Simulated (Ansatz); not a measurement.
`C[SiH2]N[SiH3]` + `OB(O)Cl` → `OB(Cl)O[SiH3]` + `C[SiH2]N`  (ligand exchange at the Si–N bond)

Isolated molecules relaxed with PBE0-D4/def2-TZVP in Ansatz; ΔE leaves out vibrations. CCSD(T)/CBS adds triple-zeta CCSD(T) − MP2 to the extrapolated MP2 energy (def2 sets, frozen cores). Functionals use def2-TZVPP. One conformer a species, not always the lowest.

```
       level  ΔE (kJ/mol)
     PBE0-D4        -26.8
HF/CBS(def2)        -43.4
```

Problem. What does CCSD(T)/CBS give? (Estimate.)

Solution. Ansatz gave: -31.9 kJ/mol. The listed levels differ from it by 5.1, -11.5 kJ/mol.

Largest T1 diagnostic among the species: 0.012.

At CCSD(T), def2-SVP lies +10.2 kJ/mol from the extrapolated value and def2-TZVPP +1.0 kJ/mol. In def2-TZVPP, CCSD(T) changes the Hartree–Fock value by +11.5 kJ/mol (the triples alone add +1.5 kJ/mol) and MP2 by +11.6 kJ/mol.
